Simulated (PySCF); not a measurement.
These are PBE-D3(BJ)/def2-TZVP // PBE-D3(BJ)/def2-SVP (PySCF) values and carry that method's errors. All species are isolated molecules in the gas phase. One relaxed conformer stands for a flexible species; it need not be the lowest. 

Reference species (SMILES): `Bc1cc(B)c2ccccc2n1` (neutral, multiplicity 1).

The HOMO comes out as -6.03 eV and the LUMO is -3.88 eV.

Changed species: `Bc1ccc2c(B)ccnc2c1`.

Problem. What does the change do to the HOMO and LUMO?

Solution. the HOMO decreases by 0.30 eV, to -6.33 eV; the LUMO goes up by 0.03 eV, to -3.85 eV.
